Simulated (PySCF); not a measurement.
FZn (SMILES [F][Zn+]), charge +1, singlet, at a GFN2-xTB geometry (such geometries of metal compounds can be far from the true shape). Base run: SCAN/def2-SV(P) run with PySCF.

Geometry (Å):
```xyz
2

Zn     0.0000     0.0000    -0.4004
F      0.0000     0.0000     1.3348
```
Charge +1, spin multiplicity 1.
All else is at PySCF's defaults.
Base energy -1878.66068 Eh.

The base run was repeated with changes; each row names its change, and settings that it needs were set with it.

| change | ΔE vs base (mEh) | grid points | electrons on the grid |
|---|---|---|---|
| base | 0.000 | 34904 | 38.00001 |
| grids.radi_method = gauss_chebyshev | -0.963 | 34152 | 38.00001 |
| grids.level = 0 | 148.5 | 3512 | 37.99640 |
| grids.radi_method = mura_knowles | -1.654 | 32192 | 38.00001 |
| grids.atom_grid = (75, 302) | 23.573 | 27304 | 37.99996 |
| grids.radi_method = delley | 3.689 | 35424 | 38.00001 |
| grids.atom_grid = (150, 974) | -5.447 | 151000 | 38.00000 |
| grids.atom_grid = (50, 194) | 62.551 | 12800 | 38.00016 |
| small_rho_cutoff = 0 | 0.000 | 34904 | 38.00001 |
| grids.level = 4 | -2.716 | 59216 | 38.00000 |
| grids.level = 2 | 24.866 | 24648 | 37.99996 |
